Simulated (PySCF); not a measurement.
CH₆ClNSi, SMILES C[SiH](N)Cl. Atoms are numbered in the order given.

```xyz
10

Si    -0.2526    -0.0435     0.5060
C      1.2268    -1.0372     1.0637
N     -1.5335    -1.1102     0.0719
Cl     0.4042     1.1806    -1.0800
H     -0.7742     0.8864     1.5385
H      0.9696    -1.6611     1.9343
H      1.5757    -1.6966     0.2524
H      2.0614    -0.3733     1.3363
H     -1.3395    -1.8934    -0.5467
H     -2.4550    -0.7283    -0.1234
```
Charge 0, spin multiplicity 1.

The structure is a stationary point at B3LYP-D3(BJ)/def2-SVP. Other conformers were not sampled.

Computed with PySCF with B3LYP/pcSseg-1.

GIAO shieldings, no solvent; atoms listed in one row are averaged. δ = σ(ref) − σ: ²⁹Si against TMS (σ = 338.7 ppm); ¹³C against TMS (σ = 181.3 ppm); ¹⁵N against NH3 (σ = 265.5 ppm); ³⁵Cl against HCl (σ = 933.3 ppm); ¹H against TMS (σ = 31.68 ppm), references at their B3LYP-D3(BJ)/def2-TZVP geometries, non-relativistic (without spin–orbit terms, shifts of atoms bonded to Cl or Br come out too high).

**Question.** Estimate the chemical shifts. (Estimate from the structure and the level; the computed values follow.)

**Answer.** 
```csv
nucleus,atoms,count,δ (ppm)
²⁹Si,Si1,1,1.4
¹³C,C2,1,4.6
¹⁵N,N3,1,43.0
³⁵Cl,Cl4,1,78.2
¹H,H5,1,5.36
¹H,H10,1,1.37
¹H,H9,1,1.16
¹H,"H6, H7, H8",3,0.72
```
